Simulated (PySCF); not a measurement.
## Pm³⁺: ionisation energy

Pm³⁺ [Xe] 4f4 [4f5/2^4, M_J = 4] → Pm⁴⁺ [Xe] 4f3 [4f5/2^3, M_J = 9/2], as a difference of total energies. Computed with PySCF 2.14 in x2c-QZVPPall-2c (16s16p12d6f4g1h, 213 functions), with the two-component X2C-1e Hamiltonian. Correlated levels: [Ar] 3d10 frozen; the 34 highest virtual spinors dropped. "Screened" scales the spin-orbit matrix elements by Boettger's factors to mimic the two-electron term; Breit and QED terms are absent.

```tsv
method	ionisation energy (eV)
GHF (spin-free)	39.241
GMP2 (spin-free)	41.003
GHF (screened spin-orbit)	39.113
GMP2 (screened spin-orbit)	40.881
```

**Question.** How much does correlation contribute at GMP2 (screened spin-orbit)?

**Answer.** 40.881 − (39.113) = 1.768 eV, measured against GHF (screened spin-orbit).

The spin-free rows relax to the high-spin LS determinant and lack the spin-orbit shift.

The labels give the starting determinants; with spin-orbit coupling the two ends relaxed to ⟨J²⟩ = 23.35, ⟨L²⟩ = 41.84, ⟨S²⟩ = 5.98 and ⟨J²⟩ = 26.67, ⟨L²⟩ = 41.63, ⟨S²⟩ = 3.70.

The determinant of Pm³⁺ and of Pm⁴⁺ mixes levels of different J (the jj label is only the starting occupation), so the difference between spin-free and spin-orbit rows is not the physical spin-orbit shift.

For comparison: 41.17 ± 0.09 eV (semi-empirical (NIST evaluation); NIST Atomic Spectra Database, ionization energies).
